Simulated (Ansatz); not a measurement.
Q: Name a neutral molecule of C, Sn and H with HOMO energy (PBE0/def2-TZVPP) between -6.75 and -6.45 eV and size of the dipole moment (B3LYP/def2-TZVPP) between 0.70 and 1.00 D (Ansatz, PBE0-D4/def2-TZVP geometry).

A: `[SnH3][CH2]C1=CC1` (-6.51 eV, 0.94 D). Other molecules can fit too; these were computed, each in one conformer that needn't be the lowest.

B3LYP here is the variant with VWN-RPA as its local correlation; programs differ in this.
